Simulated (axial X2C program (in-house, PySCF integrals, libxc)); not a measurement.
**Correcting the dissociation energy of BeI⁺ for spin–orbit coupling**

A spin-free CCSD(T) curve (one-electron X2C) was computed with an axial X2C code built on PySCF integrals, basis I dyall-cv3z [11s12p8d4f1g], Be dyall-cv3z [8s8p3d1f] (cores contracted in-house), for the state M_S = 0, Λ = 0 (closed shell). It gives D0 = 3.486 eV to I + Be+, which in a spin-free picture are the weighted means of the ground terms.

Correlated methods: 8 electrons correlated (number of frozen shells: I 4 s, 3 p, 2 d; Be 1 s), 226 virtual spin orbitals or spinors in MP2, 90 natural virtuals in coupled cluster.

Measured levels of the ground terms (NIST Handbook of Basic Atomic Spectroscopic Data), in cm⁻¹: I 2P: J = 3/2 at 0, J = 1/2 at 7603.1; Be+ 2S: J = 1/2 at 0.

The molecular state has Λ = 0, so it has no first-order lowering.

(1) How far does each ground level lie under the (2J+1)-weighted mean of its term?

(2) Correct D0.

Second-order spin–orbit effects in the molecule, which grow quickly with Z, are left out. The state is a single determinant with fixed occupations, the lowest that a limited PBE0 search found. Dissociation energies refer to the lowest single-determinant-based atoms at the same level and basis. CCSD and (T) use frozen natural virtuals with an MP2 correction for the truncation; (T) itself is uncorrected, so its De runs slightly low.

## Answers

(1) I: (4 × 0 + 2 × 7603.1)/6 = 2534 cm⁻¹; Be+: a single level, 0.

(2) D0 = 3.486 + (0 − 2534)/8065.5 = 3.172 eV at CCSD(T) with these spin–orbit terms. The direct two-component run gives 3.218 eV; the difference holds second-order terms in the molecule, scalar two-electron terms, the gap between measured and computed atomic splittings (a 2c atom can miss part of its lowering) and, in coupled cluster, the truncation of each run.
